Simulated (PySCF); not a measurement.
J couplings in C$_{7}$H$_{10}$Ge

Geometry:
| atom | x (Å) | y (Å) | z (Å) |
| --- | --- | --- | --- |
| C1 | -1.634 | 1.567 | -0.207 |
| C2 | -1.491 | 0.236 | -0.219 |
| C3 | -2.524 | -0.702 | 0.329 |
| Ge4 | 0.136 | -0.548 | -0.957 |
| C5 | 1.446 | 0.730 | -1.611 |
| C6 | 2.554 | 0.586 | -0.858 |
| C7 | 2.537 | -0.430 | 0.220 |
| C8 | 1.415 | -1.158 | 0.383 |
| H9 | -0.867 | 2.238 | -0.605 |
| H10 | -2.532 | 2.039 | 0.212 |
| H11 | -3.399 | -0.161 | 0.722 |
| H12 | -2.110 | -1.317 | 1.146 |
| H13 | -2.875 | -1.407 | -0.443 |
| H14 | -0.239 | -1.652 | -1.968 |
| H15 | 1.377 | 1.451 | -2.428 |
| H16 | 3.460 | 1.184 | -1.011 |
| H17 | 3.427 | -0.555 | 0.847 |
| H18 | 1.316 | -1.924 | 1.154 |

Method: B3LYP/pcJ-1 (pcSseg-1 on Ge) (without the spin–dipole term)//PBE0-D3(BJ)/def2-SVP, PySCF; isolated molecule, single conformer, non-relativistic. Couplings are averaged over pairs made equivalent by symmetry, fast rotation or ring inversion, so a value needn't be that of the named pair in this geometry, while other rotamers aren't included; one pair stands for each set, and the list holds a selection of those of at least 1.5 Hz over up to four bonds.

Isotopes: 13C, 1H.

| pair | bonds | J (Hz) |
| --- | --- | --- |
| C1, C2 | 1 | 71.5 |
| C1, H9 | 1 | 171.9 |
| C1, H10 | 1 | ? |
| C2, C3 | 1 | 40.9 |
| C3, H11 | 1 | 133.5 |
| C5, C6 | 1 | ? |
| C5, H15 | 1 | ? |
| C6, C7 | 1 | 57.6 |
| C6, H16 | 1 | ? |
| C2, C5 | 2 | 3.0 |
| C2, H10 | 2 | -2.1 |
| C2, H11 | 2 | -6.0 |
| C2, H14 | 2 | 8.6 |
| C5, C7 | 2 | 3.3 |
| C5, H14 | 2 | 9.3 |
| C6, H17 | 2 | ? |
| H9, H10 | 2 | ? |
| H11, H12 | 2 | ? |
| C1, H11 | 3 | 8.5 |
| C1, H14 | 3 | 4.5 |
| C2, C6 | 3 | 2.0 |
| C3, H9 | 3 | 14.4 |
| C5, H17 | 3 | ? |
| H16, H17 | 3 | 4.2 |
| H9, H11 | 4 | -2.0 |
| H10, H11 | 4 | -2.2 |

**Question.** Estimate the withheld couplings, with signs.

**Answer.** 
- 1J(C1,H10) = 162.3 Hz (bond length 1.098 Å, sp2 carbon)
- 1J(C5,C6) = 66.6 Hz (bond length 1.348 Å)
- 1J(C5,H15) = 178.9 Hz (bond length 1.092 Å, sp2 carbon)
- 1J(C6,H16) = 166.7 Hz (bond length 1.096 Å, sp2 carbon)
- 2J(C6,H17) = 7.0 Hz (angle at C7 119°)
- 2J(H9,H10) = 3.3 Hz (angle at C1 117°)
- 2J(H11,H12) = -15.8 Hz (mean over equivalent pairs that range from -19.7 to -13.6 Hz in this conformer)
- 3J(C5,H17) = 7.7 Hz (dihedral angle 180°)

Relativistic effects of the heavier atoms present are left out.
